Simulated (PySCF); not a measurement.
C₆ coefficients of unlike pairs at wB97X-V

Calculated with PySCF 2.14 from the dipole response of each species, C₆(A,B) = (3/π) ∫ α_A(iu) α_B(iu) du, in atomic units, from isotropic polarisabilities. For ions this is the dispersion term alone; charge-induced terms of lower order in 1/R come first.

```json
{"species": "C⁺", "configuration": "[He] 2s2 2p1 (2P)", "basis": "aug-cc-pVDZ-DK (4s3p2d)", "relativity": "spin-free X2C", "α (bohr³)": "6.070", "C₆ (like pair)": "14.72"}
{"species": "Br⁺", "configuration": "[Ar] 3d10 4s2 4p4 (3P)", "basis": "x2c-TZVPPall with one added diffuse shell each of s, p, d type (7s6p5d1f)", "relativity": "spin-free X2C", "α (bohr³)": "12.46", "C₆ (like pair)": "76.39"}
{"species": "Sn⁺", "configuration": "[Kr] 4d10 5s2 5p1 (2P)", "basis": "aug-cc-pVQZ-PP with ECP28MDF (7s7p5d3f2g)", "relativity": "core potential", "α (bohr³)": "27.17", "C₆ (like pair)": "207.2"}
```

(1) Estimate C₆ for Sn⁺ with Br⁺.

No spin-orbit coupling is included.

The other pairs:

| pair | C₆ |
| --- | --- |
| Sn⁺, C⁺ | 54.61 |
| Br⁺, C⁺ | 33.40 |

Results:

(1) The integral gives 122.5. The combination rule 2 C_A C_B / (C_A α_B/α_A + C_B α_A/α_B) gives 121.0 and the geometric mean 125.8.
